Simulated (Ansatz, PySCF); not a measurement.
Constitutional and geometric isomers with formula C2H5N3. Isolated molecules, 0 K electronic values unless said otherwise. One relaxed conformer stands for each flexible species; it need not be the lowest. Strings in code marks are SMILES.

Quantity: electronic energy of isomers of C2H5N3 relative to `N#CNCN`, in kJ/mol.

Level 1: frozen-core CCSD(T)/cc-pVTZ // B3LYP-D3(BJ)/def2-TZVP (Ansatz, a program for electronic structure)
Level 2: B3LYP-D3(BJ)/def2-TZVP (PySCF)
Level 3: PBE-D3(BJ)/def2-TZVP // B3LYP-D3(BJ)/def2-TZVP (PySCF)
Level 4: M06-2X/6-31G* // B3LYP-D3(BJ)/def2-TZVP (PySCF)

| species | level 1 | level 2 | level 3 | level 4 |
|---|---|---|---|---|
| `N=C=C(N)N` | 101.1 | 82.7 | 67.2 | 112.0 |
